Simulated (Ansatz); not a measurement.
Z-matrix (Å, degrees):
```
C
Ga 1 1.992
H 1 1.093 2 112.3
H 1 1.095 2 109.3 3 -118.8
H 1 1.093 2 112.3 3 122.4
C 2 1.992 1 118.5 3 -163.0
C 2 1.992 1 118.5 3 41.3
P 2 2.653 1 97.2 3 -61.0
H 6 1.093 2 112.3 1 163.8
H 6 1.093 2 112.3 1 41.4
H 6 1.095 2 109.3 1 -77.4
H 7 1.093 2 112.3 1 -163.0
H 7 1.095 2 109.3 1 78.2
H 7 1.093 2 112.3 1 -40.6
H 8 1.413 2 120.2 1 0.3
H 8 1.413 2 120.3 1 120.6
H 8 1.412 2 119.8 1 -119.5
```

The species carries charge 0 and has multiplicity 1.

Problem. List the CAM-B3LYP/def2-TZVPP orbital energies in eV (Ansatz). (Estimate.)

Solution. Ansatz gave: Occupied: -10138.08, -2099.86, -1249.73, -1107.04, -1106.92, -1106.92, -277.51, -277.51, -277.51, -181.17, -150.06, -131.15, -131.15, -131.04, -103.57, -103.27, -103.27, -23.44, -23.26, -23.26, -23.16, -23.16, -20.88, -20.19, -19.76, -19.76, -13.32, -13.32, -12.89, -12.20, -12.09, -12.09, -11.76, -11.76, -11.69, -9.61, -8.32, -8.32. Lowest empty: 1.04, 1.04, 1.20, 1.71, 2.86, 2.86, 2.96, 3.60.
